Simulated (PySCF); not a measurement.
Excitation energies in several basis sets

Species: C₂H₆BNSi.
SMILES: `NBC#C[SiH3]`

TDDFT with PBE0 (PySCF), vertical singlets, core orbitals frozen in the response, spherical d and f functions. Geometry: PBE0-D3(BJ)/def2-SVP; no solvent, vibrations or thermal averaging.

**Question.** How do the low singlets change with the basis? Take 6-31G*, def2-SVP, 6-31+G*, def2-SVPD, aug-cc-pVDZ, def2-TZVP and def2-TZVPD.

**Answer.** 

```tsv
basis	functions	diffuse	S1 (eV)	S2 (eV)	S3 (eV)	S4 (eV)	S5 (eV)	LUMO (eV)	α (au)
6-31G*	86	no	4.86	5.53	6.07	7.25	7.35	-0.81	62.9
def2-SVP	104	no	4.87	5.54	6.06	7.25	7.27	-1.01	67.4
6-31+G*	106	yes	4.83	5.47	5.99	6.79	6.83	-1.12	71.3
def2-SVPD	152	yes	4.81	5.47	6.01	7.06	7.18	-1.21	78.6
aug-cc-pVDZ	173	yes	4.80	5.44	5.95	6.72	6.76	-1.19	80.1
def2-TZVP	197	no	4.80	5.45	5.97	7.11	7.20	-1.18	74.9
def2-TZVPD	245	yes	4.78	5.42	5.93	6.89	6.96	-1.23	79.8
```

States are compared by their number. Against the largest diffuse basis here (def2-TZVPD, itself not a converged limit), sets without diffuse functions differ by up to 0.08 eV in S1 and 0.39 eV in S5; the smaller diffuse sets differ by up to 0.05 and 0.22 eV. State by state, the largest deviation of a set without diffuse functions is S1 0.08, S2 0.12, S3 0.14, S4 0.36, S5 0.39 eV. The same number needn't mean the same state in each row. Against def2-TZVPD the polarisability deviates by -21% in 6-31G*, -16% in def2-SVP, -11% in 6-31+G*, -2% in def2-SVPD, 0% in aug-cc-pVDZ, -6% in def2-TZVP. A single + in a Pople set puts diffuse functions on heavy atoms only.
